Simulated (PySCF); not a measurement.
**How methods differ on the ionisation energy of Mo⁺**

Mo⁺ [Kr] 4d5 (6S) → Mo²⁺ [Kr] 4d4 (5D), as a difference of total energies. All numbers are calculated (PySCF 2.14, a scalar-relativistic core potential, in aug-cc-pwCVDZ-PP with ECP28MDF). Correlated levels: valence: 4s2 4p6 frozen. The calculations carry no spin-orbit coupling.

```json
{"method": "UHF", "ionisation energy (eV)": "15.094"}
{"method": "MP2 (valence)", "ionisation energy (eV)": "15.737"}
{"method": "SCS-MP2 (valence)", "ionisation energy (eV)": "15.308"}
{"method": "CCSD (valence)", "ionisation energy (eV)": "15.785"}
{"method": "CCSD(T) (valence)", "ionisation energy (eV)": "15.801"}
```

Question: How much does correlation contribute at CCSD(T) (valence)?

Answer: 15.801 − (15.094) = 0.707 eV, measured against UHF.

The reference lies between the lowest fine-structure levels, while these numbers refer to the centres of the terms.

Errors of the correlated levels include the incompleteness of this basis and the frozen core.

For comparison: 16.16 ± 0.12 eV (semi-empirical (NIST evaluation); NIST Atomic Spectra Database, ionization energies).
